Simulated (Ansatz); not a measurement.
BH$_{4}$SeF, closed shell: a trajectory.

The input file, in.yaml:

```yaml
crystal:
  periodic: [false, false, false]
  atoms:
    - {symbol: B, position_ang: [-0.444732, -0.904447, 0.277697]}
    - {symbol: F, position_ang: [0.747008, -1.488054, 0.009004]}
    - {symbol: H, position_ang: [-1.323232, -1.049948, -0.534165]}
    - {symbol: H, position_ang: [-0.724638, -0.735296, 1.437480]}
    - {symbol: H, position_ang: [0.613643, 1.221646, -1.488653]}
    - {symbol: Se, position_ang: [-0.073953, 1.413069, -0.205014]}
    - {symbol: H, position_ang: [1.205904, 1.543129, 0.503649]}
basis:
  gaussian: {orbitals: def2-SVP}
hamiltonian: {xc: pbe0, dispersion: d4}
md: {n_steps: 25, timestep: 0.5, temperature: 20000, ensemble: nvt_langevin, seed: 461, friction: 0.05, initial_velocities: maxwell_boltzmann}
```

Command:

```bash
ansatz run in.yaml --threads 2 --pin off --events-out ev --progress --plain --max-ram 4352MiB
```

Output of Ansatz 0.2.0:

```
Functional definition: PBE0
  name "PBE0"
  cite "Adamo & Barone, J. Chem. Phys. 110, 6158 (1999) doi:10.1063/1.478522"
  cite "Perdew, Burke & Ernzerhof, Phys. Rev. Lett. 77, 3865 (1996) doi:10.1103/PhysRevLett.77.3865"
  parent pbe
  parameter a = 0.25
  parameter kappa = 0.804
  parameter beta = 0.06672455060314922
  exchange = (1 - a)*pbe_x(kappa = kappa, mu = beta*pi^2/3) + a*exact_x
  correlation = pbe_c(beta = beta)
853 factors; integrals over basis functions are off by at most 3.9e-4 eV
mean field evaluation 1: about -68784.7334 eV, gradient 2.9e1 eV
mean field evaluation 2: about -68784.2679 eV, gradient 3.7e1 eV
mean field evaluation 4: about -68786.6827 eV, gradient 1.4e0 eV
mean field evaluation 8: about -68786.7151 eV, gradient 2.9e-2 eV
mean field -68786.71513216 eV, -2527.8651557967 hartree, gradient 3.1e-5 eV, S^2 0.000000; 0 other end points of the search recorded, 0 dependent functions left out
the calculation of the forces begins
reference -68786.71515506 eV, -2527.8651566382 hartree; 26, 26 occupied and 54, 54 virtual orbitals, 853 factors
md step     0: t =     0.00 fs  T = 17142.9 K  F+E_penalty+E_count = -68786.80090857 eV  E_kin = 15.511200 eV  (24 SCF iters)
md step     1: t =     0.50 fs  T = 15445.3 K  F+E_penalty+E_count = -68786.66435626 eV  E_kin = 13.975215 eV  (29 SCF iters, 5 dispersion substeps)
md step     2: t =     1.00 fs  T = 14302.0 K  F+E_penalty+E_count = -68786.23295035 eV  E_kin = 12.940712 eV  (29 SCF iters, 5 dispersion substeps)
md step     3: t =     1.50 fs  T = 13382.2 K  F+E_penalty+E_count = -68785.61307736 eV  E_kin = 12.108487 eV  (29 SCF iters, 5 dispersion substeps)
md step     4: t =     2.00 fs  T = 13779.1 K  F+E_penalty+E_count = -68784.93267354 eV  E_kin = 12.467569 eV  (29 SCF iters, 5 dispersion substeps)
md step     5: t =     2.50 fs  T = 12905.0 K  F+E_penalty+E_count = -68784.27645110 eV  E_kin = 11.676689 eV  (30 SCF iters, 5 dispersion substeps)
md step     6: t =     3.00 fs  T = 14572.9 K  F+E_penalty+E_count = -68783.59115415 eV  E_kin = 13.185843 eV  (30 SCF iters, 5 dispersion substeps)
md step     7: t =     3.50 fs  T = 13508.7 K  F+E_penalty+E_count = -68782.82479297 eV  E_kin = 12.222911 eV  (29 SCF iters, 5 dispersion substeps)
md step     8: t =     4.00 fs  T = 12998.9 K  F+E_penalty+E_count = -68782.04070438 eV  E_kin = 11.761624 eV  (32 SCF iters, 5 dispersion substeps)
md step     9: t =     4.50 fs  T = 11123.3 K  F+E_penalty+E_count = -68781.35353628 eV  E_kin = 10.064549 eV  (32 SCF iters, 5 dispersion substeps)
md step    10: t =     5.00 fs  T = 12057.2 K  F+E_penalty+E_count = -68780.83219367 eV  E_kin = 10.909575 eV  (32 SCF iters, 5 dispersion substeps)
md step    11: t =     5.50 fs  T = 11813.5 K  F+E_penalty+E_count = -68780.49091026 eV  E_kin = 10.689094 eV  (33 SCF iters, 5 dispersion substeps)
md step    12: t =     6.00 fs  T = 11605.6 K  F+E_penalty+E_count = -68780.22712901 eV  E_kin = 10.500934 eV  (34 SCF iters, 5 dispersion substeps)
md step    13: t =     6.50 fs  T = 10851.1 K  F+E_penalty+E_count = -68779.99808356 eV  E_kin = 9.818298 eV  (34 SCF iters, 5 dispersion substeps)
md step    14: t =     7.00 fs  T = 10161.3 K  F+E_penalty+E_count = -68779.81232528 eV  E_kin = 9.194189 eV  (34 SCF iters, 5 dispersion substeps)
md step    15: t =     7.50 fs  T = 11883.0 K  F+E_penalty+E_count = -68779.62498324 eV  E_kin = 10.751989 eV  (29 SCF iters, 5 dispersion substeps)
md step    16: t =     8.00 fs  T = 11261.5 K  F+E_penalty+E_count = -68779.44545288 eV  E_kin = 10.189590 eV  (34 SCF iters, 5 dispersion substeps)
md step    17: t =     8.50 fs  T = 12258.0 K  F+E_penalty+E_count = -68779.27511113 eV  E_kin = 11.091320 eV  (34 SCF iters, 5 dispersion substeps)
md step    18: t =     9.00 fs  T = 12952.2 K  F+E_penalty+E_count = -68779.12414423 eV  E_kin = 11.719449 eV  (34 SCF iters, 5 dispersion substeps)
md step    19: t =     9.50 fs  T = 14193.6 K  F+E_penalty+E_count = -68779.12472042 eV  E_kin = 12.842639 eV  (34 SCF iters, 5 dispersion substeps)
md step    20: t =    10.00 fs  T = 14503.6 K  F+E_penalty+E_count = -68779.37632380 eV  E_kin = 13.123173 eV  (33 SCF iters, 5 dispersion substeps)
md step    21: t =    10.50 fs  T = 14725.9 K  F+E_penalty+E_count = -68779.70614455 eV  E_kin = 13.324312 eV  (33 SCF iters, 5 dispersion substeps)
md step    22: t =    11.00 fs  T = 12849.8 K  F+E_penalty+E_count = -68779.98633171 eV  E_kin = 11.626739 eV  (33 SCF iters, 5 dispersion substeps)
md step    23: t =    11.50 fs  T = 12233.3 K  F+E_penalty+E_count = -68780.17235574 eV  E_kin = 11.068975 eV  (33 SCF iters, 5 dispersion substeps)
md step    24: t =    12.00 fs  T = 12254.7 K  F+E_penalty+E_count = -68780.24299445 eV  E_kin = 11.088317 eV  (35 SCF iters, 5 dispersion substeps)
md step    25: t =    12.50 fs  T = 13229.6 K  F+E_penalty+E_count = -68780.21809869 eV  E_kin = 11.970395 eV  (22 SCF iters, 5 dispersion substeps)
Total energy: -68780.21812623 eV, -2527.6263952326 hartree
Atom 0 at    -0.200114    -0.635452     0.410468 Å, force     2.559571    -1.439600    -0.213181 eV/Å
Atom 1 at     0.954435    -1.349722     0.541691 Å, force    -1.686155     1.049082    -0.544723 eV/Å
Atom 2 at    -2.705252    -3.534915    -1.641503 Å, force     0.273020     0.359526     0.190939 eV/Å
Atom 3 at    -0.876016    -0.459391     1.372839 Å, force    -0.594456     0.436039     0.103356 eV/Å
Atom 4 at     0.820894     1.961419    -1.629258 Å, force    -0.203701    -0.835078     1.215759 eV/Å
Atom 5 at     0.060773     1.451379    -0.390065 Å, force    -1.277020    -0.286688    -1.352893 eV/Å
Atom 6 at     0.736934     2.213388     0.615007 Å, force     0.928741     0.716720     0.600744 eV/Å
Dipole moment:     0.904444     1.744417     0.278924 e Å

[the SCF lines of later steps are left out]
```

The lines “mean field evaluation” count trial sets of orbitals through the whole run, from several starts and some on an approximate energy, so they need not fall steadily or lie above the final value.

Hardware: 2 CPU threads of an Arm Neoverse V2, shared host. Wall time about 32 s.


The run ended normally. The set temperature is far above any at which the molecule holds together: the atoms start with that much kinetic energy, which flows into stretching the bonds.